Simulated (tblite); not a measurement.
Species: C7H6Cl (doublet state).
Z-matrix (Å and degrees, GFN2-xTB geometry), rows numbered from 1:
```
C 
C   1  1.4213
C   2  1.5193  1  121.21
C   3  1.3260  2   96.13  1   125.27
C   4  1.5047  3   96.07  2     1.04
C   5  1.5037  2   85.65  1   121.64
C   6  1.3296  5   94.67  2     0.41
Cl  7  1.7007  2  128.06  1    56.93
H   1  1.0732  2  120.45  3   172.28
H   1  1.0730  2  120.51  3   -15.03
H   3  1.0729  2  128.92  1   -55.83
H   4  1.0736  3  134.61  2   179.04
H   5  1.0829  2  122.45  1    -0.46
H   6  1.0720  5  130.48  2   178.12
```

Calculated harmonic vibrations of the isolated species, GFN2-xTB (tblite), most abundant isotopes, no scaling. The method is semi-empirical: single wavenumbers can be off by several per cent or more. One conformer, not necessarily the lowest. Open shells enter through the occupations alone, without spin polarisation, and single modes of such species can be off by tens of per cent.

Harmonic wavenumbers (cm⁻¹): 129.1, 183.6, 251.8, 273.8, 285.3, 380.0, 453.5, 486.5, 548.0, 557.9, 672.1, 742.4, 756.6, 780.6, 808.6, 826.0, 884.1, 928.2, 999.6, 1023.8, 1036.4, 1068.6, 1123.5, 1150.8, 1183.7, 1218.6, 1317.4, 1406.8, 1640.2, 1654.7, 3029.7, 3126.4, 3130.0, 3146.6, 3150.5, 3170.2.

A = 3229, B = 1431, C = 1247 MHz; mass 125.016 u (most abundant isotopes); point group C1, symmetry number 1; spin multiplicity 2.

Q: Zero-point energy?

A: ½Σν̃ = 21763 cm⁻¹ = 62.22 kcal/mol.

Q: Give the ideal-gas entropy at 298.15 K and 1 bar in the rigid-rotor, harmonic-oscillator model (classical rotation).

A: Translation 40.41, rotation 28.41, vibration 15.94, spin (R ln 2) 1.38: S = 86.1 cal/(mol K).

Q: And Cp and H(298.15 K) − H(0)?

A: Cp = 31.22 cal/(mol K), of which vibrations give 23.27 (their classical limit is 36 R = 71.5); H(298.15 K) − H(0) = 5.33 kcal/mol without the zero-point energy, 2.96 from vibrations.

Q: How do the functions run with temperature in this model?

A: 
| T (K) | S (cal/(mol K)) | Cp (cal/(mol K)) | H − H(0) (kcal/mol) | G − H(0) (kcal/mol) | ln q(vib) |
| --- | --- | --- | --- | --- | --- |
| 50 | 56.3 | 9.1 | 0.41 | -2.41 | 0.03 |
| 100 | 63.8 | 13.1 | 0.96 | -5.42 | 0.31 |
| 373.15 | 93.8 | 37.5 | 7.92 | -27.10 | 4.32 |
| 500 | 106.1 | 45.9 | 13.24 | -39.79 | 6.65 |
| 750 | 126.9 | 56.4 | 26.15 | -68.99 | 11.27 |
| 1000 | 144.0 | 62.7 | 41.10 | -102.91 | 15.62 |

q(vib) and H(0) count from the zero-point level.

Q: What must be added to the electronic energy to get the Gibbs energy at 298.15 K and 1 bar?

A: ZPE + [H(298.15 K) − H(0)] − T·S = 62.22 + 5.33 − 25.68 = 41.87 kcal/mol.

Hindered rotation and anharmonicity are outside this model. Other conformers, if any are populated, would add a mixing term that is left out. The structure is chiral; the term R ln 2 for an equal mix with its mirror image is left out.

The run took 0.47 s wall on one thread, Arm Neoverse V1 (aarch64) (shared host). This covers the Hessian and the dipole derivatives.
